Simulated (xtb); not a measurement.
C$_{4}$H$_{6}$, triplet, geometry from GFN2-xTB (a higher spin typed on purpose: for a closed-shell molecule this is an excited state); GFN2-xTB with GBSA(water) in xtb.

The xtb input:
```
$ xtb mol.xyz --gfn 2 --uhf 2 --gbsa water --json

# file mol.xyz
10

C      1.75459894     0.26377965    -0.67660968
C      0.65006782    -0.06047826     0.17782132
C     -0.68699479     0.05653341    -0.16793300
C     -1.72770442    -0.25764166     0.66056493
H      2.19484393     1.24621075    -0.67237424
H      2.20858178    -0.47942751    -1.30949762
H      0.87209543    -0.42840088     1.17912116
H     -0.91126285     0.42192830    -1.16243482
H     -2.74878768    -0.14912379     0.34462915
H     -1.55527588    -0.62434574     1.65749488
```

What the program printed (banner, timings and long lists left out):

```
   ID    Z sym.   atoms
    1    6 C      1-4
    2    1 H      5-10

           -------------------------------------------------
          |                Calculation Setup                |
           -------------------------------------------------

           -------------------------------------------------
          |                 G F N 2 - x T B                 |
           -------------------------------------------------

      * Solvation model:               GBSA
        Solvent                        water
        Parameter file                 internal GFN2-xTB/GBSA
        Dielectric constant                8.0200E+01
        Reference state                gsolv [1 M gas/solution]
        Free energy shift                  1.8574E-03 Eh       1.1656E+00 kcal/mol
        Temperature                        2.9815E+02 K
        Density                            1.0000E+00 kg/L
        Solvent mass                       1.8000E+01 g/mol
        Interaction kernel             Still
        Born radius scaling (c1)           1.5524E+00
        Born radii integrator          GBOBC
        Born offset                        2.4628E-02 a0       4.6540E-02 AA
        H-bond correction              true
        Ion screening                  false
        Surface tension                    1.0000E-05 Eh       1.5569E+01 dyn/cm
        Grid points                               230 per atom

          ...................................................
          :                      SETUP                      :
          :.................................................:
          :  # basis functions                  22          :
          :  # atomic orbitals                  22          :
          :  # shells                           14          :
          :  # electrons                        22          :
          :  max. iterations                   250          :
          :  Hamiltonian                  GFN2-xTB          :
          :  restarted?                      false          :
          :  GBSA solvation                   true          :
          :  PC potential                    false          :
          :  electronic temp.          300.0000000     K    :
          :  accuracy                    1.0000000          :
          :  -> integral cutoff          0.2500000E+02      :
          :  -> integral neglect         0.1000000E-07      :
          :  -> SCF convergence          0.1000000E-05 Eh   :
          :  -> wf. convergence          0.1000000E-03 e    :
          :  Broyden damping             0.4000000          :
          :  net charge                          0          :
          :  unpaired electrons                  2          :
          ...................................................

 iter      E             dE          RMSdq      gap      omega  full diag
   1    -11.6391440 -0.116391E+02  0.442E+00    4.12       0.0  T
   2    -11.6480888 -0.894486E-02  0.262E+00    4.02       1.0  T
   3    -11.6468471  0.124172E-02  0.648E-01    4.01       1.0  T
   4    -11.6481537 -0.130660E-02  0.374E-01    4.02       1.0  T
   5    -11.6492126 -0.105883E-02  0.626E-02    3.99       1.0  T
   6    -11.6492255 -0.129803E-04  0.362E-02    4.01       1.0  T
   7    -11.6492266 -0.106534E-05  0.380E-03    4.00       8.3  T
   8    -11.6492266 -0.272025E-07  0.898E-04    4.00      35.2  T
   9    -11.6492266 -0.124698E-09  0.289E-04    4.00     109.3  T

   *** convergence criteria satisfied after 9 iterations ***

 transition dipole moment (au) for excitation:          11          12
     X       Y       Z
   0.0001  -0.0058  -0.0021  total (au/Debye):    0.006   0.016
 dE (eV)             :    0.038
 oscillator strength :  0.50187E-07

         :::::::::::::::::::::::::::::::::::::::::::::::::::::
         ::                     SUMMARY                     ::
         :::::::::::::::::::::::::::::::::::::::::::::::::::::
         :: total energy             -11.441211549061 Eh    ::
[...]
         8        2.0000           -0.4468861             -12.1604
         9        2.0000           -0.4337598             -11.8032
        10        2.0000           -0.4243766             -11.5479
        11        1.0000           -0.3136947              -8.5361
        12        1.0000           -0.3122882              -8.4978 (HOMO)
        13                         -0.1651727              -4.4946 (LUMO)
        14                          0.1076998               2.9307
        15                          0.1411430               3.8407
        16                          0.1758210               4.7843
        17                          0.2245635               6.1107
        18                          0.2972198               8.0878
        19                          0.3057518               8.3199
        20                          0.3275361               8.9127
        21                          0.5297125              14.4142
        22                          0.5565292              15.1439
      -------------------------------------------------------------
                  HL-Gap            0.1471154 Eh            4.0032 eV
             Fermi-level           -0.3038831 Eh           -8.2691 eV

     #   Z          covCN         q      C6AA      α(0)
     1   6 C        2.835    -0.116    30.931     9.114
     2   6 C        2.895    -0.034    28.834     8.804
     3   6 C        2.890    -0.027    28.667     8.778
     4   6 C        2.843    -0.103    30.599     9.066
     5   1 H        0.926     0.057     2.231     2.336
     6   1 H        0.926     0.057     2.232     2.336
     7   1 H        0.925     0.056     2.247     2.344
     8   1 H        0.925     0.035     2.515     2.480
     9   1 H        0.926     0.037     2.486     2.466
    10   1 H        0.926     0.037     2.489     2.467

 Mol. C6AA /au·bohr⁶  :        963.224316
 Mol. C8AA /au·bohr⁸  :      22314.033841
 Mol. α(0) /au        :         50.191352

Wiberg/Mayer (AO) data.
largest (>0.10) Wiberg bond orders for each atom

 ---------------------------------------------------------------------------
     #   Z sym  total        # sym  WBO       # sym  WBO       # sym  WBO
 ---------------------------------------------------------------------------
     1   6 C    3.179 --     2 C    1.159     6 H    0.951     5 H    0.951
     2   6 C    3.761 --     3 C    1.412     1 C    1.159     7 H    0.920
                             4 C    0.221
     3   6 C    3.991 --     4 C    1.552     2 C    1.412     8 H    0.965
     4   6 C    3.782 --     3 C    1.552     9 H    0.981    10 H    0.979
                             2 C    0.221
     5   1 H    0.996 --     1 C    0.951
     6   1 H    0.996 --     1 C    0.951
     7   1 H    0.994 --     2 C    0.920
     8   1 H    0.999 --     3 C    0.965
     9   1 H    0.999 --     4 C    0.981
    10   1 H    0.999 --     4 C    0.979
 ---------------------------------------------------------------------------

Topologies differ in total number of bonds
Writing topology from bond orders to xtbtopo.mol

molecular dipole:
                 x           y           z       tot (Debye)
 q only:        0.153       0.005      -0.010
   full:        0.170       0.002      -0.001       0.431
molecular quadrupole (traceless):
                xx          xy          yy          xz          yz          zz
 q only:        0.420       0.082      -0.576      -0.199      -0.315       0.156
  q+dip:        1.158       0.215      -1.928      -0.506      -1.158       0.769
   full:        0.572       0.086      -1.018      -0.194      -0.628       0.446

           -------------------------------------------------
          | TOTAL ENERGY              -11.441211549061 Eh   |
          | GRADIENT NORM               0.000881401142 Eh/α |
          | HOMO-LUMO GAP               4.003214573299 eV   |
           -------------------------------------------------

normal termination of xtb
```
